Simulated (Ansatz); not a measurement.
```yaml
crystal:
  periodic: [false, false, false]
  atoms:
    - {symbol: Ge, position_ang: [-0.595276, -0.766032, -0.511662]}
    - {symbol: Sn, position_ang: [0.672068, 0.801174, 1.143437]}
    - {symbol: H, position_ang: [-0.155623, -2.221185, -0.284950]}
    - {symbol: H, position_ang: [-2.108065, -0.662415, -0.260467]}
    - {symbol: H, position_ang: [-0.313675, -0.390306, -1.979133]}
    - {symbol: H, position_ang: [0.189232, 2.439607, 0.947273]}
    - {symbol: H, position_ang: [2.372538, 0.731057, 0.899804]}
basis:
  gaussian: {orbitals: def2-TZVPD}
magnetization: {spin_polarized: true, initial_magnetization: 1}
hamiltonian: {xc: {name: RPBE}, dispersion: d3bj}
accuracy: high
multiplicity: 3
```

```sh
$ ansatz run in.yaml --threads 2 --pin off --events-out ev --progress --plain --max-ram 22528MiB --backend cpu
```

Shortened log:

```
Error: YAML parse error: error: line 16 column 1: unknown field `multiplicity`, expected one of crystal, accuracy, basis, kpoints, hamiltonian, magnetization, projection, total_charge, correlation, batch, efield, external_charges, scf, relax, neb, saddle, md, ramp, phonons, dielectric, real_time, elastic, magnetic_configurations, gw, evaluate, workflow, output, checkpoint, execution
14 | hamiltonian: {xc: {name: RPBE}, dispersion: d3bj}
15 | accuracy: high
16 | multiplicity: 3
```

Something in this input is off. What?

The input holds a key that doesn't belong there. The program refused the input.
